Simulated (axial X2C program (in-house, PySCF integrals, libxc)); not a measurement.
Worked dissociation energy of AlAg: M06, with spin–orbit coupling

All values were computed with an axial X2C code built on PySCF integrals. Two-component (2c) means X2C with spin–orbit coupling and atomic mean-field two-electron Coulomb and Gaunt terms. Basis: Ag dyall-cv3z [12s12p8d5f3g], Al dyall-v3z [8s8p2d1f] (cores contracted in-house); Gaussian nuclei, density fitting, unrestricted open shells. Masses: Ag 106.905 u, Al 26.982 u.

Molecular state: Ω = 0 (closed shell).

| Item | Value |
| --- | --- |
| E(Ag) (2M_J = 1) | -5313.327972 hartree |
| E(Al) (2M_J = 1) | -242.770785 hartree |
| E(AlAg) at Re | -5556.177460 hartree |
| ωe | 240.4 cm⁻¹ |
| ωexe | 0.929 cm⁻¹ |

Problem. Work out De and D0.

Solution. De = -5313.327972 + (-242.770785) − (-5556.177460) = 0.07870 hartree = 2.142 eV. The zero-point energy is ωe/2 − ωexe/4 = 120 cm⁻¹ = 0.015 eV, so D0 = 2.127 eV.

Occupations by symmetry block were frozen at the best pattern of an incomplete PBE0 search. Closed shells are restricted here (equal orbitals for both partners); the stretched side of such a curve lies too high. Dissociation energies refer to the lowest single-determinant-based atoms at the same level and basis. In 2c an atomic determinant is not the ground J level, so De misses part of the atomic spin–orbit lowering. This holds for M06. Without a current term, density functionals place determinants with orbital angular momentum somewhat too high.

Each atomic determinant is the lowest at this level and need not be a pure J level. Totals compare only within one Hamiltonian and basis.
